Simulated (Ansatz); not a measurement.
All values below come from frozen-core CCSD(T)/cc-pVTZ // CAM-B3LYP-D3(BJ)/def2-TZVP (Ansatz, a quantum-chemistry and plane-wave program).

Ansatz 0.2 input:
```yaml
crystal:
  periodic: [false, false, false]
  atoms:
    - { symbol: N, position_ang: [1.039269, -0.052413, -0.173589] }
    - { symbol: Si, position_ang: [-0.661464, 0.043808, 0.023575] }
    - { symbol: H, position_ang: [1.63784, 0.713824, 0.084436] }
    - { symbol: H, position_ang: [1.52171, -0.933112, -0.113559] }
    - { symbol: H, position_ang: [-1.277097, -1.045189, -0.76489] }
    - { symbol: H, position_ang: [-1.107328, 1.362436, -0.475444] }
    - { symbol: H, position_ang: [-1.152932, -0.089352, 1.419472] }
basis:
  gaussian: { orbitals: cc-pVTZ }
correlation:
  method: ccsd_t
```

Output:

```
Functional definition: HF
754 factors; integrals over basis functions are off by at most 1.5e-3 eV
mean field evaluation 1: about -9422.3665 eV, gradient 3.2e1 eV
mean field evaluation 2: about -9422.3756 eV, gradient 3.2e1 eV
mean field evaluation 4: about -9424.6077 eV, gradient 2.5e0 eV
mean field evaluation 8: about -9424.6327 eV, gradient 3.3e-4 eV
mean field evaluation 16: about -9424.6322 eV, gradient 3.3e-1 eV
mean field -9424.63272122 eV, -346.3488642595 hartree, gradient 3.7e-6 eV, S^2 0.000000; 0 other end points of the search recorded, 0 dependent functions left out
6 core orbitals not correlated
reference -9424.63272122 eV, -346.3488642595 hartree; 7, 7 occupied and 121, 121 virtual orbitals, 754 factors
second order -9.57775500 eV of doubles, -0.00000000 eV of singles
cycle   1  -10.10449927 eV  change   -5.3e-1 eV  update   6.3e-2
cycle   2  -10.39112259 eV  change   -2.9e-1 eV  update   1.9e-2
cycle   3  -10.42035192 eV  change   -2.9e-2 eV  update   6.7e-3
cycle   4  -10.41730399 eV  change    3.0e-3 eV  update   1.8e-3
cycle   5  -10.41762174 eV  change   -3.2e-4 eV  update   6.5e-4
cycle   6  -10.41751119 eV  change    1.1e-4 eV  update   1.8e-4
cycle   7  -10.41747288 eV  change    3.8e-5 eV  update   5.7e-5
cycle   8  -10.41748325 eV  change   -1.0e-5 eV  update   2.4e-5
cycle   9  -10.41747914 eV  change    4.1e-6 eV  update   8.6e-6
perturbative correction -0.33140722 eV, -0.0121789905 hartree
Total energy: -9435.38160757 eV, -346.7438785470 hartree
```

Cost: around 9 core-seconds (rough).
